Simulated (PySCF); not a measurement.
**Basis-set dependence of population analyses: `CC(C)OC(C)(C)C`**

C₇H₁₆O.
Bonds: C1–C2, C2–C3, C2–O4, O4–C5, C5–C6, C5–C7, C5–C8. Hydrogens: H9, H10, H11 on C1; H12 on C2; H13, H14, H15 on C3; H16, H17, H18 on C6; H19, H20, H21 on C7; H22, H23, H24 on C8.

PBE0 throughout (PySCF), one geometry, spherical d and f functions. Geometry: PBE0-D3(BJ)/def2-SVP, one conformer, isolated molecule. Atoms taken as equivalent share a column and are averaged. The first 7 of 8 kinds of atom are listed.

Mulliken charges (e):

```json
{"basis": "STO-3G", "functions": "56", "C1/C3": "-0.237", "C2": "+0.044", "O4": "-0.235", "C5": "+0.128", "C6/C7/C8": "-0.238", "H9 (×6)": "+0.079", "H12": "+0.068"}
{"basis": "pcSseg-0", "functions": "104", "C1/C3": "-0.581", "C2": "-0.095", "O4": "-0.662", "C5": "-0.113", "C6/C7/C8": "-0.531", "H9 (×6)": "+0.226", "H12": "+0.232"}
{"basis": "6-31G", "functions": "104", "C1/C3": "-0.469", "C2": "+0.069", "O4": "-0.538", "C5": "+0.187", "C6/C7/C8": "-0.466", "H9 (×6)": "+0.164", "H12": "+0.147"}
{"basis": "6-31G*", "functions": "144", "C1/C3": "-0.523", "C2": "+0.114", "O4": "-0.504", "C5": "+0.283", "C6/C7/C8": "-0.528", "H9 (×6)": "+0.173", "H12": "+0.141"}
{"basis": "cc-pVDZ", "functions": "192", "C1/C3": "-0.019", "C2": "-0.046", "O4": "-0.326", "C5": "-0.190", "C6/C7/C8": "+0.001", "H9 (×6)": "+0.038", "H12": "+0.021"}
{"basis": "def2-SVP", "functions": "192", "C1/C3": "-0.024", "C2": "+0.012", "O4": "-0.404", "C5": "-0.155", "C6/C7/C8": "+0.006", "H9 (×6)": "+0.036", "H12": "+0.026"}
{"basis": "pcSseg-1", "functions": "216", "C1/C3": "-0.211", "C2": "-0.084", "O4": "-0.503", "C5": "-0.231", "C6/C7/C8": "-0.187", "H9 (×6)": "+0.110", "H12": "+0.107"}
{"basis": "6-311+G(2d,p)", "functions": "312", "C1/C3": "-0.558", "C2": "+0.235", "O4": "-0.179", "C5": "+0.182", "C6/C7/C8": "-0.509", "H9 (×6)": "+0.150", "H12": "+0.100"}
{"basis": "aug-cc-pVDZ", "functions": "328", "C1/C3": "+0.616", "C2": "+0.247", "O4": "-0.621", "C5": "-2.463", "C6/C7/C8": "+1.186", "H9 (×6)": "-0.109", "H12": "-0.309"}
```

IAO charges (e):

```tsv
basis	functions	C1/C3	C2	O4	C5	C6/C7/C8	H9 (×6)	H12
STO-3G	56	-0.399	+0.002	-0.230	+0.122	-0.399	+0.133	+0.109
pcSseg-0	104	-0.427	+0.077	-0.394	+0.207	-0.426	+0.143	+0.111
6-31G	104	-0.435	+0.086	-0.404	+0.231	-0.439	+0.145	+0.111
6-31G*	144	-0.417	+0.111	-0.415	+0.248	-0.420	+0.137	+0.102
cc-pVDZ	192	-0.417	+0.112	-0.414	+0.251	-0.421	+0.137	+0.104
def2-SVP	192	-0.406	+0.112	-0.414	+0.246	-0.410	+0.133	+0.101
pcSseg-1	216	-0.415	+0.108	-0.420	+0.244	-0.419	+0.137	+0.104
6-311+G(2d,p)	312	-0.429	+0.109	-0.425	+0.249	-0.432	+0.141	+0.108
aug-cc-pVDZ	328	-0.428	+0.111	-0.425	+0.252	-0.431	+0.141	+0.107
```

Hirshfeld charges (e):

| basis | functions | C1/C3 | C2 | O4 | C5 | C6/C7/C8 | H9 (×6) | H12 |
| --- | --- | --- | --- | --- | --- | --- | --- | --- |
| STO-3G | 56 | -0.049 | +0.086 | -0.178 | +0.113 | -0.051 | +0.015 | +0.005 |
| pcSseg-0 | 104 | -0.113 | +0.065 | -0.145 | +0.115 | -0.114 | +0.034 | +0.019 |
| 6-31G | 104 | -0.109 | +0.062 | -0.168 | +0.106 | -0.110 | +0.035 | +0.025 |
| 6-31G* | 144 | -0.110 | +0.056 | -0.154 | +0.099 | -0.109 | +0.034 | +0.026 |
| cc-pVDZ | 192 | -0.121 | +0.051 | -0.119 | +0.096 | -0.120 | +0.036 | +0.027 |
| def2-SVP | 192 | -0.123 | +0.053 | -0.127 | +0.099 | -0.123 | +0.037 | +0.028 |
| pcSseg-1 | 216 | -0.125 | +0.049 | -0.128 | +0.093 | -0.124 | +0.039 | +0.029 |
| 6-311+G(2d,p) | 312 | -0.125 | +0.039 | -0.138 | +0.077 | -0.123 | +0.040 | +0.034 |
| aug-cc-pVDZ | 328 | -0.132 | +0.040 | -0.133 | +0.081 | -0.130 | +0.042 | +0.034 |

Some averages cover members that differ in this geometry, most widely: C6/C7/C8, Mulliken in aug-cc-pVDZ +0.879 to +1.340; C6/C7/C8, Mulliken in 6-311+G(2d,p) -0.542 to -0.447; H9 (×6), Mulliken in aug-cc-pVDZ -0.136 to -0.075; C6/C7/C8, Mulliken in pcSseg-0 -0.543 to -0.507 e.

Question: Which scheme is steadiest as the basis changes?

Answer: Largest range over the bases for any column: Hirshfeld 0.08 e, IAO 0.19 e, Mulliken 2.75 e. Hirshfeld charges move least and Mulliken charges most, counted in e. Without the minimal STO-3G basis the ranges are Hirshfeld 0.05, IAO 0.04, Mulliken 2.75 e.

Question: How much do the charges still move between the two largest bases, 6-311+G(2d,p) and aug-cc-pVDZ?

Answer: At most, over all atoms: Mulliken 2.645 e, IAO 0.002 e, Hirshfeld 0.007 e.

Question: What do the same runs give for the total energy, the frontier levels and the dipole moment?

Answer: 
```json
{"basis": "STO-3G", "energy (Eh)": "-346.9046", "HOMO (eV)": "-3.45", "LUMO (eV)": "7.91", "μ (D)": "1.02"}
{"basis": "pcSseg-0", "energy (Eh)": "-350.3837", "HOMO (eV)": "-6.93", "LUMO (eV)": "1.81", "μ (D)": "1.46"}
{"basis": "6-31G", "energy (Eh)": "-351.0865", "HOMO (eV)": "-6.78", "LUMO (eV)": "2.29", "μ (D)": "1.36"}
{"basis": "6-31G*", "energy (Eh)": "-351.1758", "HOMO (eV)": "-6.82", "LUMO (eV)": "2.34", "μ (D)": "1.09"}
{"basis": "cc-pVDZ", "energy (Eh)": "-351.1978", "HOMO (eV)": "-6.93", "LUMO (eV)": "1.63", "μ (D)": "1.09"}
{"basis": "def2-SVP", "energy (Eh)": "-350.9300", "HOMO (eV)": "-7.00", "LUMO (eV)": "1.55", "μ (D)": "1.18"}
{"basis": "pcSseg-1", "energy (Eh)": "-351.1396", "HOMO (eV)": "-7.10", "LUMO (eV)": "1.28", "μ (D)": "1.23"}
{"basis": "6-311+G(2d,p)", "energy (Eh)": "-351.2825", "HOMO (eV)": "-7.11", "LUMO (eV)": "0.25", "μ (D)": "1.20"}
{"basis": "aug-cc-pVDZ", "energy (Eh)": "-351.2207", "HOMO (eV)": "-7.09", "LUMO (eV)": "-0.11", "μ (D)": "1.18"}
```

The dipole is fixed by the density alone, so its range of 0.44 D shows that the density itself changes with the basis, not only its division among atoms.
